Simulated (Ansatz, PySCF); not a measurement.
Species: CH₂NO (charge 0, doublet). It need not be the lowest isomer of its formula. 
Geometry from a B3LYP-D3(BJ)/def2-TZVP (Ansatz, a program for electronic structure) optimisation:
```xyz
5

N     -1.0751     0.2382     0.4330
C      0.2324     0.2799    -0.0236
O      0.9015    -0.6695    -0.3339
H     -1.7188     0.6912    -0.2242
H      0.6374     1.3183     0.0057
```
Charge 0, spin multiplicity 2.

Total electronic energies in hartree. Cores are frozen in the correlated levels unless marked. UHF or UKS for open shells. Spin-orbit coupling is left out. No relativistic terms. FCI takes restricted orbitals. CBS(X,Y): correlation extrapolated as X^-3; Hartree-Fock from the larger set. The bracket is a focal-point correction in the basis named.

```csv
level,program,energy (Eh)
HF/aug-cc-pVDZ,Ansatz,-168.31805
HF/cc-pwCVTZ,Ansatz,-168.35478
RI-HF/aug-cc-pVTZ,Ansatz,-168.35684
RI-HF/cc-pVTZ,Ansatz,-168.35375
RI-HF/aug-cc-pVQZ,Ansatz,-168.36739
B3LYP-D4/def2-TZVPD,Ansatz + dftd4,-169.28221
PBE0/def2-QZVPP,Ansatz,[?]
TPSSh-D4/def2-TZVPD,PySCF + dftd4,-169.28250
r2SCAN0-D4/def2-TZVPD,Ansatz + dftd4,-169.16308
CAM-B3LYP-D4/def2-TZVPD,Ansatz + dftd4,[?]
LC-wPBE-D3(BJ)/def2-TZVPD,Ansatz + dftd3,-169.16727
wB97X-V/def2-TZVPD,Ansatz,-169.21690
CCSD/6-31G*,Ansatz,-168.73565
FCI/STO-3G,Ansatz,-166.23817
"RI-MP2/CBS(aug-cc-pVTZ,aug-cc-pVQZ)+[CCSD(T)-MP2]/aug-cc-pVTZ",Ansatz,-169.0352
```

What belongs in the gaps?


- PBE0/def2-QZVPP, energy (Eh): -169.09570
- CAM-B3LYP-D4/def2-TZVPD, energy (Eh): -169.20943
